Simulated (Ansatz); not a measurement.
Reactions of CH₆GeS₂, SMILES `CS[S][GeH3]`.

Computed with Ansatz on PBE0-D4/def2-TZVP structures; ΔE is electronic, products minus reactants. CCSD(T)/CBS is the MP2 limit (def2-TZVPP, def2-QZVPP) plus CCSD(T) − MP2 in def2-TZVPP, frozen cores. This one scheme is used for every species. Functionals use def2-TZVPP. def2 core potentials past Kr. For Ga, Ge, In outer-core shells are correlated without core-valence functions, which leaves a few kJ/mol of doubt a bond. Scalar relativity is left out up to krypton. One conformer a species, not always the lowest.

```json
{"reaction": "`CS[S][GeH3]` + dimethylamine → `CN[CH2][GeH3]` + `CSS`", "CCSD(T)/CBS(def2) (kcal/mol)": "16.1"}
{"reaction": "`CS[S][GeH3]` + `B[SiH2]C` → `B[SiH2][CH2][GeH3]` + `CSS`", "CCSD(T)/CBS(def2) (kcal/mol)": "13.1"}
{"reaction": "`CS[S][GeH3]` + `CC(N)O` → `N[CH](O)[GeH3]` + `CSSC`", "CCSD(T)/CBS(def2) (kcal/mol)": "27.1"}
{"reaction": "`CS[S][GeH3]` + `N[SiH2][GaH2]` → `CN[SiH2][GaH2]` + `S[S][GeH3]`", "CCSD(T)/CBS(def2) (kcal/mol)": "10.5"}
{"reaction": "`CS[S][GeH3]` + `CCN[SiH2]Cl` → `Cl[SiH2][NH][GeH3]` + `CCSSC`", "CCSD(T)/CBS(def2) (kcal/mol)": "?"}
{"reaction": "`CS[S][GeH3]` + `BOC[SiH2]C` → `BO[CH2][GeH3]` + `C[SiH2]SSC`", "CCSD(T)/CBS(def2) (kcal/mol)": "-2.0"}
{"reaction": "`CS[S][GeH3]` + `[OH][GeH2][SiH](O)O` → `CO[SiH](O)[GeH2][OH]` + `S[S][GeH3]`", "CCSD(T)/CBS(def2) (kcal/mol)": "?"}
{"reaction": "`CS[S][GeH3]` + `C[NH][InH2]` → `C[N]([GeH3])[InH2]` + `CSS`", "CCSD(T)/CBS(def2) (kcal/mol)": "?"}
{"reaction": "`CS[S][GeH3]` + `SS` → `S[S][GeH3]` + `CSS`", "CCSD(T)/CBS(def2) (kcal/mol)": "0.5"}
{"reaction": "`CS[S][GeH3]` + `CC(O)=S` → `CC(=S)[O][GeH3]` + `CSS`", "CCSD(T)/CBS(def2) (kcal/mol)": "12.2"}
```

**Question.** Fill in the missing values. (Estimate.)

**Answer.** Ansatz gave: `CS[S][GeH3]` + `CCN[SiH2]Cl` → `Cl[SiH2][NH][GeH3]` + `CCSSC`: -0.2 kcal/mol; `CS[S][GeH3]` + `[OH][GeH2][SiH](O)O` → `CO[SiH](O)[GeH2][OH]` + `S[S][GeH3]`: +14.3 kcal/mol; `CS[S][GeH3]` + `C[NH][InH2]` → `C[N]([GeH3])[InH2]` + `CSS`: +8.3 kcal/mol.

Largest T1 diagnostic: 0.017, for `CC(O)=S`.
